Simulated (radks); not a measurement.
Values are calculated unless marked as measured or tabulated.
Q: The terbium ion Tb4+, [Xe] 4f7. Level of theory: non-relativistic Kohn-Sham, r2SCAN, spin-polarised, spherical densities, point nucleus; meta-GGA in the generalised Kohn-Sham scheme (a radial shooting solver on a logarithmic mesh with Libxc functionals). Every spin shell is full or empty, so the densities are truly spherical. Functionals are evaluated on that one density, not self-consistently. Rank these orbital-free kinetic functionals by their error against the exact value of the orbitals, and give that value: Thomas-Fermi, von Weizsacker, TF + vW, TF + vW/9, TF + vW/5, LC94, APBEK, revAPBEK, Perdew 92, Thakkar, Pearson, Ernzerhof.

A: Exact: 11223.9 hartree. From best to worst, with 100 (|E| - |E exact|)/|E exact| (equal figures are ties): LC94 0.00, APBEK +0.04, revAPBEK +0.19, Ernzerhof -0.48, Perdew 92 -0.71, TF + vW/9 -0.72, Thakkar -0.73, Pearson -0.91, TF + vW/5 +2.67, Thomas-Fermi -4.96, TF + vW +33.17, von Weizsacker -61.87.
